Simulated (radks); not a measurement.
Charge is removed step by step from the 2s down level of Cr15+, starting from [He] 2s(up 1, down 1) 2p5. Method: non-relativistic Kohn-Sham, r2SCAN, spin-polarised, spherical densities, point nucleus; open shells are filled with parallel spins first; meta-GGA in the generalised Kohn-Sham scheme; computed with a radial shooting solver on a logarithmic mesh with Libxc functionals.

| removed (e) | E - E(0) (eV) | eigenvalue (eV) | E minus straight line (eV) |
|---|---|---|---|
| 0 | 0.000 | -1149.7 | 0.000 |
| 0.125 | 144.28 | -1158.7 | -3.877 |
| 0.25 | 289.67 | -1167.7 | -6.633 |
| 0.375 | 436.19 | -1176.6 | -8.270 |
| 0.5 | 583.82 | -1185.5 | -8.795 |
| 0.625 | 732.55 | -1194.3 | -8.214 |
| 0.75 | 882.38 | -1202.9 | -6.540 |
| 0.875 | 1033.3 | -1211.4 | -3.794 |
| 1 | 1185.2 | -1219.7 | 0.000 |

Removing the whole electron costs 1185.2 eV by Delta-SCF, against 1149.7 eV from minus the eigenvalue at the starting occupation. Slater's transition state (half an electron removed) gives 1185.5 eV. Integrating minus the eigenvalue over the occupation (Janak's theorem) gives 1185.2 eV. The mean slope of the eigenvalue, de/dn, is 70.0 eV per electron.
